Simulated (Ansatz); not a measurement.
Reaction (atomization): `C[O][GeH2][C]#C[Si](C)(C)OC` → 6 C• + Ge• + 14 H• + 2 O• + Si•

Gas-phase electronic energies from Ansatz, PBE0-D4/def2-TZVP geometries. CCSD(T)/CBS is the MP2 limit (def2-TZVPP, def2-QZVPP) plus CCSD(T) − MP2 in def2-TZVPP, frozen cores. This one scheme is used for every species, atoms too. DFT in def2-TZVPP. Open shells (•) are unrestricted, without spin–orbit coupling. Spin–orbit coupling would lower the free atoms: a little for C, O, Si; clearly for Ge. Bonds to Ge are less sure, by a few kJ/mol each and by 10 to 20 or more in all where they break to atoms, as the def2 sets lack core-valence functions. Scalar relativity is left out up to krypton. One conformer a species, not always the lowest.

CCSD(T)/CBS gives +97.71 eV.

Task: Another level gave +96.60 eV. Which?
A. revPBE-D4/def2-TZVPP
B. CAM-B3LYP/def2-TZVPP
C. B2PLYP/def2-TZVPP
D. SCS-MP2/def2-TZVPP

Result: C. B2PLYP 96.60, revPBE-D4 96.88, CAM-B3LYP 97.38, SCS-MP2/def2-TZVPP 96.55 eV.

Largest T1 diagnostic among the species: 0.012.

From BLYP to BHLYP (50 % exact exchange), in def2-TZVPP and without D4, ΔE moves by −1.74 eV: exact exchange takes away binding that semilocal exchange gives to molecules. In def2-TZVPP, CCSD(T) changes the Hartree–Fock value by +23.65 eV (the triples alone add +1.45 eV) and MP2 by +25.25 eV; breaking electron pairs costs correlation energy, which Hartree–Fock lacks. At CCSD(T), def2-SVP lies −5.15 eV from the extrapolated value and def2-TZVPP −2.24 eV: correlation converges slowly with the basis, and small sets miss more of it in the bonded molecule than in its fragments.

For atomizations the MP2-based limit and the directly extrapolated one differ by several kJ/mol either way, and by 10 to 25 for some Ge, Se and Sn compounds, so smaller differences from it don't rank the levels.
